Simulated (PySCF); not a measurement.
## Circular dichroism: SMILES CC(=S)[C@H]1CC[C@H]1C, C$_{7}$H$_{12}$S

Molfile (atoms numbered from 1):
```
C7H12S
     RDKit          3D

 20 20  0  0  0  0  0  0  0  0999 V2000
    2.3276   -0.9996    0.3743 C   0  0  0  0  0  0  0  0  0  0  0  0
    1.3233   -0.5188   -0.6179 C   0  0  0  0  0  0  0  0  0  0  0  0
    1.1664   -1.2412   -2.0666 S   0  0  0  0  0  0  0  0  0  0  0  0
    0.4787    0.6235   -0.1881 C   0  0  1  0  0  0  0  0  0  0  0  0
   -0.3495    1.3852   -1.2333 C   0  0  0  0  0  0  0  0  0  0  0  0
   -1.5827    1.2977   -0.3257 C   0  0  0  0  0  0  0  0  0  0  0  0
   -0.8533    0.2723    0.5584 C   0  0  1  0  0  0  0  0  0  0  0  0
   -1.3495   -1.1498    0.3772 C   0  0  0  0  0  0  0  0  0  0  0  0
    2.7662   -1.9419    0.0566 H   0  0  0  0  0  0  0  0  0  0  0  0
    1.8664   -1.1187    1.3547 H   0  0  0  0  0  0  0  0  0  0  0  0
    3.1245   -0.2611    0.4768 H   0  0  0  0  0  0  0  0  0  0  0  0
    1.0787    1.2954    0.4313 H   0  0  0  0  0  0  0  0  0  0  0  0
   -0.4571    0.8155   -2.1534 H   0  0  0  0  0  0  0  0  0  0  0  0
    0.0069    2.3849   -1.4711 H   0  0  0  0  0  0  0  0  0  0  0  0
   -2.4917    0.9339   -0.7989 H   0  0  0  0  0  0  0  0  0  0  0  0
   -1.8003    2.2301    0.1912 H   0  0  0  0  0  0  0  0  0  0  0  0
   -0.8223    0.5180    1.6221 H   0  0  0  0  0  0  0  0  0  0  0  0
   -0.7147   -1.8571    0.9075 H   0  0  0  0  0  0  0  0  0  0  0  0
   -2.3616   -1.2362    0.7677 H   0  0  0  0  0  0  0  0  0  0  0  0
   -1.3612   -1.4216   -0.6753 H   0  0  0  0  0  0  0  0  0  0  0  0
  1  2  1  0
  2  3  2  0
  2  4  1  0
  4  5  1  0
  5  6  1  0
  6  7  1  0
  7  8  1  0
  7  4  1  0
  1  9  1  0
  1 10  1  0
  1 11  1  0
  4 12  1  1
  5 13  1  0
  5 14  1  0
  6 15  1  0
  6 16  1  0
  7 17  1  1
  8 18  1  0
  8 19  1  0
  8 20  1  0
M  END
```

Theory: PySCF, TDDFT BHandHLYP/def2-SVPD circular dichroism and optical rotation, one conformer, gas phase. Geometry: GFN2-xTB.

The molecule is flexible and this is one conformer; a measurement averages over conformers.

Question: Assign R or S to each stereocentre.

Answer: C4 S, C7 R.

Question: List the lowest 8 singlet excitations with oscillator and rotatory strengths.

Answer: Rotatory strengths R in 10⁻⁴⁰ esu² cm², velocity form and length form (origin at the centre of mass); f in length form.
| state | E (eV) | λ (nm) | f | R (velocity) | R (length) | main |
| --- | --- | --- | --- | --- | --- | --- |
| 1 | 2.73 | 454 | 4e-05 | +4.9 | +4.8 | HOMO→LUMO 0.98 |
| 2 | 5.63 | 220 | 0.234 | -11.6 | -11.9 | HOMO−1→LUMO 0.94 |
| 3 | 6.23 | 199 | 0.002 | -24.1 | -24.6 | HOMO−2→LUMO 0.52, HOMO−4→LUMO 0.18 |
| 4 | 6.31 | 196 | 0.066 | -13.7 | -13.5 | HOMO→LUMO+1 0.72, HOMO→LUMO+3 0.21 |
| 5 | 6.40 | 194 | 0.004 | -15.5 | -15.1 | HOMO−3→LUMO 0.58, HOMO−2→LUMO 0.16 |
| 6 | 6.65 | 186 | 0.005 | +0.6 | +0.5 | HOMO→LUMO+3 0.42, HOMO→LUMO+5 0.21 |
| 7 | 6.94 | 179 | 0.030 | +47.0 | +47.7 | HOMO−3→LUMO 0.35, HOMO−4→LUMO 0.28 |
| 8 | 7.09 | 175 | 0.009 | -9.3 | -9.7 | HOMO→LUMO+2 0.27, HOMO→LUMO+3 0.22 |

Among the states computed, the strongest CD band (largest |R|) is state 7. The largest dissymmetry factor in size, g = 4R/(D+G), with D and G the electric and magnetic dipole strengths, is +0.36 for state 1 (velocity form, f = 6e-05), among bands with |R| over 0.5. The mirror image has the same energies and oscillator strengths and all R with the opposite sign.
